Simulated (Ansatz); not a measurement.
Relaxation of C3H9BSi (14 atoms, charge 0, multiplicity 1), to a largest force component of 0.02 eV/Å in at most 40 steps.

Level of theory: Ansatz, UKS CAM-B3LYP-D4/STO-3G.

```xyz
14
Properties=species:S:1:pos:R:3
B -0.821 1.010 0.364
C 0.356 0.560 1.243
C 1.176 -0.412 0.414
Si 0.211 -1.056 -0.951
C -1.148 0.254 -1.005
H -1.605 1.916 0.728
H -0.012 0.064 2.155
H 1.012 1.453 1.546
H 1.587 -1.228 1.104
H 2.073 0.123 -0.002
H 0.862 -1.161 -2.196
H -0.454 -2.334 -0.528
H -1.058 0.951 -1.881
H -2.193 -0.170 -0.962
```

**Question.** Where does it end, and by what steps?

**Answer.** It converged. The force dipped under the threshold on the way, but the program's further checks kept it going. Limits of this set-up: minimal basis. After 12 steps the energy has fallen by 0.696 eV; H14 moved furthest, 0.26 Å.

```csv
step,energy less start (eV),largest force component (eV/Å),accepted
0,0.0000,4.457,yes
1,-0.5854,0.913,yes
2,-0.6789,0.385,yes
3,-0.6901,0.088,yes
4,-0.6908,0.093,yes
5,-0.6933,0.059,yes
6,-0.6953,0.033,yes
7,-0.6959,0.062,yes
8,-0.6962,0.029,yes
9,-0.6964,0.007,yes
10,-0.6964,0.022,yes
11,-0.6963,0.046,no
12,-0.6965,0.006,yes
```

```xyz
14
Properties=species:S:1:pos:R:3
B -0.917 1.029 0.395
C 0.351 0.574 1.222
C 1.263 -0.380 0.378
Si 0.120 -1.128 -0.913
C -1.122 0.272 -0.968
H -1.658 1.842 0.801
H -0.051 0.018 2.089
H 0.913 1.413 1.655
H 1.767 -1.115 1.016
H 2.047 0.209 -0.111
H 0.769 -1.390 -2.171
H -0.481 -2.349 -0.443
H -0.850 0.979 -1.766
H -2.164 -0.005 -1.156
```

Time of the run: 51 s on 1 thread of Intel(R) Xeon(R) Platinum 8375C CPU @ 2.90GHz (Ice Lake), with other jobs on the host, peak memory 0.18 GiB.
